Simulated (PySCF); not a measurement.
# Solvent effects on NMR parameters

Bonds (- single, = double, # triple, : aromatic): C1-N2, N2:C3, C3:C4, C4:C5, C5:C6, C6:C7, C7:C8, C8:C9, C9-Cl10, C9:C11, C11:N2, C11:C5. C1 carries H12, H13, H14; C3 carries H15; C4 carries H16; C6 carries H17; C7 carries H18; C8 carries H19.

GIAO PBE0/pcSseg-1 in PySCF 2.14.0 with density-fitted response routines on one PBE0-D3(BJ)/def2-SVP conformer, non-relativistic, equivalent nuclei averaged. Solvents enter as an IEF-PCM continuum (chloroform with ε = 4.7, water with ε = 78.4) around the gas-phase geometry. Shifts are referred to TMS computed in the same medium.

In chloroform, δ in ppm: C3 138.3, C5 136.9, C11 135.7, C8 128.5, C9 126.8, C6 126.1, C7 125.7, C4 105.9, C1 38.4, H17 7.74, H19 7.37, H18 7.29, H15 7.08, H16 6.69. Dipole moment 2.55 D.

**Question.** How does each δ change in the more polar medium?

**Answer.** 
```tsv
atoms	environment	Δδ, water
C3	aromatic CH next to a ring nitrogen	+1.5
C5	ring-fusion aromatic carbon	+0.1
C11	ring-fusion aromatic carbon	+0.3
C8	aromatic CH	+0.2
C9	aromatic carbon bearing chlorine	+0.3
C6	aromatic CH	+0.4
C7	aromatic CH	+0.3
C4	aromatic CH	-0.2
C1	methyl carbon bonded to N	+0.2
H17	hydrogen on an aromatic CH	+0.08
H19	hydrogen on an aromatic CH	+0.06
H18	hydrogen on an aromatic CH	+0.07
H15	hydrogen on an aromatic CH next to a ring nitrogen	+0.17
H16	hydrogen on an aromatic CH	+0.06
```

Changes are relative to chloroform. The dipole moment becomes 2.79 D in water.

**Question.** Which nuclei move most (in ppm), and what does the model miss?

**Answer.** C3 (aromatic CH next to a ring nitrogen, +1.5 ppm) in water. A continuum only polarises the solute; specific hydrogen bonds, the anisotropy of aromatic solvents and changes of geometry or conformer are outside it.
